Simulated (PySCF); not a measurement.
## Polarisability and C₆ of Fe (iron, neutral)

[Ar] 3d6 4s1 4p1, one real determinant (an excited configuration). All numbers are calculated (PySCF 2.14, scalar relativity by spin-free X2C-1e, in aug-cc-pVQZ-DK). Coupled (time-dependent) response in atomic units; α is the mean over directions.

```tsv
method	mean α (bohr³)	α xx, yy, zz	C₆ (like pair)	S(−4)
MN15	83.87	69.94, 69.94, 111.7	784.7	5388
```

S(−4) is the Cauchy moment in α(ω) = α(0) + S(−4) ω² + …

α(iu) at MN15:

| u (hartree) | α(iu) (bohr³) |
| --- | --- |
| 0 | 83.87 |
| 0.0500 | 72.88 |
| 0.100 | 54.61 |
| 0.200 | 30.49 |
| 0.300 | 19.02 |
| 0.500 | 9.696 |
| 0.750 | 5.602 |
| 1.00 | 3.820 |
| 1.50 | 2.243 |
| 2.00 | 1.530 |
| 3.00 | 0.8700 |
| 5.00 | 0.4048 |

A single London oscillator, α(iu) = α/(1 + u²/ω²), gives C₆ = (3/4) ω α². Matching the computed C₆ needs ω = 4 × 784.7 / (3 × 83.87²) = 0.149 hartree.

The components differ because the open shell of this determinant is not spherical; for a pure term their mean is the scalar polarisability.

⟨L²⟩ = 8.01 against 12 for a pure F term, so this real determinant mixes terms.
